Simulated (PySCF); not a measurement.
**C$_{7}$H$_{8}$OS: calculation and literature**

Atoms are numbered as in `[CH3:1][S@:2](=[O:3])[c:4]1[cH:5][cH:6][cH:7][cH:8][cH:9]1`. Hydrogens are named by the atom that carries them.

Published estimates (parent shift plus substituent increments) and measurements: δ ¹³C C7 130.9; C6/C8 129.6; C5/C9 123.5 ppm (estimated from measurements, as parent shift plus tabulated substituent increment; solution, not stated per compound (mostly CDCl3 or CCl4); Pretsch, Buehlmann, Badertscher, Structure Determination of Organic Compounds, 4th ed. (2009)).

- σ from GIAO-PBE0/pcSseg-1
- geometry from GFN2-xTB
- program: PySCF
- no solvent, single conformer, non-relativistic Hamiltonian, equivalent nuclei averaged

Q: What does the calculation give, and how does it compare?

A: 
Reference values: estimated from measurements, as parent shift plus tabulated substituent increment (solution, not stated per compound (mostly CDCl3 or CCl4); Pretsch, Buehlmann, Badertscher, Structure Determination of Organic Compounds, 4th ed. (2009)).
```csv
atoms,quantity,reference,computed,"computed, scaled"
C7,δ ¹³C,130.9,135.6,129.9
C6/C8,δ ¹³C,129.6,134.4,128.8
C5/C9,δ ¹³C,123.5,128.1,122.6
```

Computed shifts are σ(ref) − σ with the named reference compound (TMS for H and C) calculated as an isolated molecule at the same level. The measured values may be among those fitted. Expected solution values come from regression of measured δ (H and C: mostly CDCl3, vs TMS) on computed σ: ¹³C (scatter 2.1 ppm rms, 2.3 ppm with the 13 outliers that the fit left out). Occasional misses reach two or three times the rms, and more in compound classes unlike the fitted ones.

Q: How far are the unscaled ¹³C shifts from the references?

A: Mean signed difference +4.70 ppm, mean absolute 4.70 ppm over 3 comparisons; the largest is +4.8 ppm at C6/C8 (aromatic CH).
